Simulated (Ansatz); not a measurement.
Isomers of CoO3F3H6⁻ (quartet), relaxed with B3LYP-D4/def2-SVPD; total energies from Ansatz at ωB97X-V/def2-TZVPD.

```
isomer                                                                                 description  energy (Eh)
     A  point group not assigned; 3 × Co–F 1.87 to 1.94 Å; 1 × Co–O 2.20 Å; 6 × H–O 0.97 to 1.00 Å  -1911.76264
     B  point group not assigned; 3 × Co–F 1.89 to 1.94 Å; 1 × Co–O 2.22 Å; 6 × H–O 0.97 to 0.99 Å  -1911.75757
```

Question: Work out the relative energies (1 Eh = 2625.5 kJ/mol) and the Boltzmann populations at 298 K from electronic energies alone (R = 8.314 J/mol/K).

Answer: ΔE: A 0.0, B 13.3 kJ/mol. RT = 2.48 kJ/mol. Factors exp(−ΔE/RT): A 1, B 0.00469; sum 1.005. Populations: A 99.5 %, B 0.5 %. Zero-point energy, vibrational entropy and symmetry numbers are left out and can shift these; an error of 4 kJ/mol changes a ratio by a factor of 5.0. Over the other density-functional and correlated levels in def2 sets, the gap between A and B ranges from 13 to 17 kJ/mol.
